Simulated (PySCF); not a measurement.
C₄H₉NO, SMILES CO/C=C/CN.

Geometry: PBE0-D3(BJ)/def2-SVP. The values are those of a single conformer.

Two levels are set side by side: PBE/def2-TZVP (PySCF) and ωB97X/def2-TZVP (PySCF). Same geometry, gas phase. Differences are taken from unrounded values.

```json
[
 {"quantity": "orbital gap (eV)", "ωB97X": "11.61", "PBE": "4.88", "PBE minus ωB97X": "-6.73"},
 {"quantity": "highest occupied level (eV)", "ωB97X": "-8.70", "PBE": "-5.08", "PBE minus ωB97X": "3.62"},
 {"quantity": "lowest empty level (eV)", "ωB97X": "2.90", "PBE": "-0.21", "PBE minus ωB97X": "-3.11"},
 {"quantity": "dipole moment (D)", "ωB97X": "2.09", "PBE": "2.02", "PBE minus ωB97X": "-0.06"},
 {"quantity": "mean polarisability (bohr³)", "ωB97X": "62.6", "PBE": "66.6", "PBE minus ωB97X": "4.0"}
]
```

PBE's occupied levels lie high since its potential decays too fast outside the molecule; exact exchange lowers them and widens the gap. PBE's more diffuse valence density responds more strongly to a field. Differences between two approximate levels are no errors against the true value.

Rough cost on one machine, each run with all the roots and properties that it gave: ωB97X against PBE within a factor of 2.
